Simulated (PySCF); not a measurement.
Excitations are Tamm–Dancoff values on a coarser integration grid. The basis has no diffuse functions, so Rydberg states are missing or too high.

Cartesian coordinates (Å):
SMILES: c1([SiH3])cc(ccc1C=C)F
```xyz
19

C      2.7861    -1.0059     0.0978
C      1.6772    -0.4404     0.5894
C      0.3607    -0.3747    -0.0614
C      0.0183    -1.2640    -1.0922
C     -1.2145    -1.2015    -1.7285
C     -2.1270    -0.2360    -1.3217
F     -3.3143    -0.1672    -1.9202
C     -1.8295     0.6524    -0.2973
C     -0.5872     0.5935     0.3468
Si    -0.2369     1.8470     1.7110
H      2.8135    -1.4755    -0.8898
H      3.7163    -1.0069     0.6701
H      1.7442     0.0351     1.5758
H      0.7287    -2.0375    -1.3917
H     -1.4848    -1.8956    -2.5263
H     -2.5858     1.3887    -0.0147
H      0.9421     2.7028     1.3787
H     -1.4460     2.7109     1.8555
H      0.0389     1.1747     3.0186
```
Charge 0, multiplicity 1.

Question: Predict the HOMO, brightest of the four lowest singlets (TDA) and S1–T1 gap (TDA) from PBE0-D3(BJ)/def2-TZVP // PBE0-D3(BJ)/def2-SVP run with PySCF.

Answer: 
- HOMO = -6.70 eV
- brightest of the four lowest singlets (TDA) = 5.10 eV
- S1–T1 gap (TDA) = 1.64 eV
